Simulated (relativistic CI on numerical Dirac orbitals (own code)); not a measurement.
**Calculated levels, Au⁷⁶⁺**

These numbers are calculated, not measured: Dirac-Coulomb-Breit CI, KLI orbitals optimised for each configuration, QED by a radiative potential, unscaled Slater integrals (own radial code, finite nucleus).

Configuration list (outside the closed core 1s2): 2s, 2p, 3s, 3p, 3d, 4s, 4p, 4d, 4f, 5s, 5p, 5d, 5f, 5g. Levels of other configurations are missing.

The lowest level is 2s 2S_1/2, with 100 % of that term; Hund's rules for 2s give 2S with J = 1/2, in agreement.

| No. | Configuration | Term | J | E (eV) | % | Next component (%) |
| --- | --- | --- | --- | --- | --- | --- |
| 1 | 2s | 2S | 1/2 | 0.0 | 100 |  |
| 2 | 2p | 2P° | 1/2 | 217.5 | 100 |  |
| 3 | 2p | 2P° | 3/2 | 2246.7 | 100 |  |
| 4 | 3s | 2S | 1/2 | 12980.6 | 100 |  |
| 5 | 3p | 2P° | 1/2 | 13038.8 | 100 |  |
| 6 | 3p | 2P° | 3/2 | 13644.3 | 100 |  |
| 7 | 3d | 2D | 3/2 | 13656.5 | 100 |  |
| 8 | 3d | 2D | 5/2 | 13823.1 | 100 |  |
| 9 | 4s | 2S | 1/2 | 17412.6 | 100 |  |
| 10 | 4p | 2P° | 1/2 | 17436.0 | 100 |  |
| 11 | 4p | 2P° | 3/2 | 17689.4 | 100 |  |
| 12 | 4d | 2D | 3/2 | 17694.7 | 100 |  |
| 13 | 4d | 2D | 5/2 | 17765.4 | 100 |  |
| 14 | 4f | 2F° | 5/2 | 17765.5 | 100 |  |
| 15 | 4f | 2F° | 7/2 | 17799.6 | 100 |  |
| 16 | 5s | 2S | 1/2 | 19422.3 | 100 |  |
| 17 | 5p | 2P° | 1/2 | 19433.9 | 100 |  |
| 18 | 5p | 2P° | 3/2 | 19562.6 | 100 |  |
| 19 | 5d | 2D | 3/2 | 19565.3 | 100 |  |
| 20 | 5d | 2D | 5/2 | 19601.6 | 100 |  |
| 21 | 5f | 2F° | 5/2 | 19601.7 | 100 |  |
| 22 | 5g | 2G | 7/2 | 19619.1 | 100 |  |
| 23 | 5f | 2F° | 7/2 | 19619.2 | 100 |  |
| 24 | 5g | 2G | 9/2 | 19629.5 | 100 |  |

Energies count from the lowest computed level; ° marks odd parity.

The mean weight of the leading LS term, summed over parents, in these 24 levels is 100 %, and that of the leading jj configuration (from the same eigenvectors) 100 %.

At this charge energies of transitions that change n are usually good to better than 1 %, and those within a shell (Δn = 0) to a few per cent.
